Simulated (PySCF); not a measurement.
C4H10AlNO, SMILES C=[CH][Al]([NH2])[O]CC, GFN2-xTB optimised geometry.

```
17

Al     0.28     1.03     0.00
C     -0.73     2.73     0.00
C     -2.06     2.78     0.00
H     -0.19     3.67     0.00
H     -2.62     3.71     0.00
H     -2.66     1.88     0.00
O     -0.59    -0.37     0.00
C     -1.20    -1.62     0.01
C     -0.18    -2.75     0.09
H     -1.89    -1.68     0.86
H     -1.80    -1.73    -0.91
H      0.41    -2.64     1.00
H     -0.68    -3.71     0.10
H      0.49    -2.70    -0.76
N      2.07     1.03     0.00
H      2.65     1.85     0.00
H      2.66     0.20     0.00
```

Density from B3LYP/def2-SVP run with PySCF at that geometry.

Minimum of the electron density along straight lines between bonded atoms, close to the bond critical point (lines longer than 1.1 times the sum of covalent radii, or with two minima, are not listed):

```csv
bond,length / Å,ρ at the minimum / e bohr⁻³,∇²ρ there / e bohr⁻⁵,position (fraction from the first atom)
Al1–C2,1.984,0.079,0.31,0.40
C2–C3,1.328,0.342,-0.92,0.49
C2–H4,1.089,0.274,-0.99,0.62
C3–H5,1.084,0.280,-1.06,0.63
C3–H6,1.081,0.283,-1.09,0.63
Al1–O7,1.650,0.101,1.03,0.44
O7–C8,1.392,0.256,-0.27,0.66
C8–C9,1.525,0.251,-0.60,0.51
C8–H10,1.098,0.281,-1.05,0.63
C8–H11,1.098,0.281,-1.05,0.63
C9–H12,1.088,0.277,-1.02,0.62
C9–H13,1.087,0.276,-1.01,0.62
C9–H14,1.088,0.277,-1.02,0.62
Al1–N15,1.783,0.093,0.66,0.42
N15–H16,1.009,0.329,-1.49,0.76
N15–H17,1.012,0.327,-1.49,0.76
```
